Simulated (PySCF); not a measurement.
Excitation energy of Re²⁺ by level of theory

Re²⁺ [Xe] 4f14 5d5 (6S) → Re²⁺ [Xe] 4f14 5d4 6s1 (6D), as a difference of total energies. Calculation: PySCF 2.14, in aug-cc-pwCVTZ-PP with ECP60MDF; scalar relativity through the core potential. Correlated levels: valence: 5s2 5p6 frozen; valence and next inner shell: nothing frozen outside the core potential. The calculations carry no spin-orbit coupling.

| method | excitation energy (eV) |
| --- | --- |
| UHF | 2.693 |
| LDA | 2.218 |
| PBE | 2.352 |
| PBE0 | 2.554 |
| r2SCAN | 2.374 |
| BLYP | 2.207 |
| B2PLYP | 2.562 |
| r2SCAN0 | 2.536 |
| MP2 (valence) | 2.771 |
| SCS-MP2 (valence) | 2.719 |
| MP2 (valence and next inner shell) | 2.537 |
| SCS-MP2 (valence and next inner shell) | 2.570 |

Task: How much does correlation contribute at MP2 (valence and next inner shell)?

Result: 2.537 − (2.693) = -0.156 eV, measured against UHF.
